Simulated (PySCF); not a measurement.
Geometry:
```
atom   x (Å)   y (Å)   z (Å)
 Si1   2.499   0.764  -0.680
  O2   1.829   0.539   0.829
 Si3   0.367  -0.145   1.242
  N4  -0.120  -1.304   0.049
  C5  -1.497  -1.083  -0.364
  C6  -1.751   0.417  -0.204
  N7  -1.049   0.814   1.006
  H8   3.005  -0.524  -1.243
  H9   1.508   1.354  -1.631
 H10   3.643   1.709  -0.532
 H11   0.575  -0.594   2.642
 H12   0.214  -2.257  -0.004
 H13  -1.661  -1.387  -1.412
 H14  -2.219  -1.646   0.261
 H15  -1.380   0.950  -1.103
 H16  -2.834   0.613  -0.131
 H17  -1.150   1.781   1.285
```

Geometry: PBE0-D3(BJ)/def2-SVP; GIAO absolute shieldings from PySCF 2.14.0 with density-fitted response routines, gas phase, non-relativistic, averaged over equivalent atoms.

At WP04/pcSseg-1 (183 basis functions, 45 s wall time on 1 thread of an Arm Neoverse N1, shared host):
| atoms | σ (ppm) |
| --- | --- |
| Si3 | 385.8 |
| Si1 | 385.9 |
| O2 | 268.8 |
| N4/N7 | 211.6 |
| C5/C6 | 124.3 |
| H11 | 27.36 |
| H8/H9/H10 | 27.45 |
| H13/H15 | 28.50 |
| H14/H16 | 28.64 |
| H12/H17 | 30.92 |

Problem. Estimate the result of repeating the calculation with PBE0/pcSseg-1.

Solution. 
```
    atoms  σ at PBE0/pcSseg-1  change
      Si3               384.0    -1.8
      Si1               391.6    +5.7
       O2               271.5    +2.7
    N4/N7               221.7   +10.1
    C5/C6               138.3   +14.0
      H11               26.45   -0.91
H8/H9/H10               26.36   -1.09
  H13/H15               28.00   -0.50
  H14/H16               28.17   -0.47
  H12/H17               30.52   -0.40
```

The largest change is at C5/C6 (sp3 CH2 bonded to N). Cost: 183 basis functions, 60 s wall time on 1 thread of an Arm Neoverse N1, shared host.
